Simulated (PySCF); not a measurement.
C3H7NSi, SMILES C#C[SiH2]CN.

Geometry: B3LYP-D3(BJ)/def2-SVP. The structure was generated by enumeration, and PubChem lists no compound with its InChIKey, so it may never have been made. The values are those of a single conformer.

Level of theory: TDDFT-PBE/def2-SVPD run with PySCF.

Vertical excitations. 

```json
[
 {"state": "S1", "energy (eV)": "4.52", "λ (nm)": "274", "f": "0.005", "main pairs": "HOMO→LUMO 99 %"},
 {"state": "S2", "energy (eV)": "4.65", "λ (nm)": "267", "f": "0.001", "main pairs": "HOMO→LUMO+1 100 %"},
 {"state": "S3", "energy (eV)": "5.67", "λ (nm)": "219", "f": "0.014", "main pairs": "HOMO→LUMO+2 98 %"},
 {"state": "S4", "energy (eV)": "5.95", "λ (nm)": "208", "f": "0.001", "main pairs": "HOMO−1→LUMO 85 %"},
 {"state": "S5", "energy (eV)": "6.01", "λ (nm)": "206", "f": "0.006", "main pairs": "HOMO→LUMO+3 98 %"},
 {"state": "S6", "energy (eV)": "6.14", "λ (nm)": "202", "f": "0.007", "main pairs": "HOMO−2→LUMO 51 %, HOMO−1→LUMO+1 35 %, HOMO→LUMO+4 12 %"},
 {"state": "S7", "energy (eV)": "6.19", "λ (nm)": "200", "f": "0.002", "main pairs": "HOMO−2→LUMO+1 72 %, HOMO→LUMO+4 11 %"},
 {"state": "S8", "energy (eV)": "6.20", "λ (nm)": "200", "f": "0.011", "main pairs": "HOMO→LUMO+4 76 %, HOMO−2→LUMO+1 12 %"},
 {"state": "S9", "energy (eV)": "6.52", "λ (nm)": "190", "f": "0.009", "main pairs": "HOMO→LUMO+5 89 %"},
 {"state": "S10", "energy (eV)": "6.63", "λ (nm)": "187", "f": "0.014", "main pairs": "HOMO→LUMO+6 90 %"},
 {"state": "T1", "energy (eV)": "4.43", "λ (nm)": "280", "f": "0", "main pairs": "HOMO→LUMO 98 %"},
 {"state": "T2", "energy (eV)": "4.61", "λ (nm)": "269", "f": "0", "main pairs": "HOMO→LUMO+1 99 %"},
 {"state": "T3", "energy (eV)": "4.95", "λ (nm)": "251", "f": "0", "main pairs": "HOMO−1→LUMO+1 44 %, HOMO−2→LUMO 44 %"},
 {"state": "T4", "energy (eV)": "5.34", "λ (nm)": "232", "f": "0", "main pairs": "HOMO−1→LUMO 60 %, HOMO−2→LUMO+1 35 %"}
]
```
Triplets are in the Tamm–Dancoff approximation, which puts them higher than full response would, so one can lie above its singlet here.
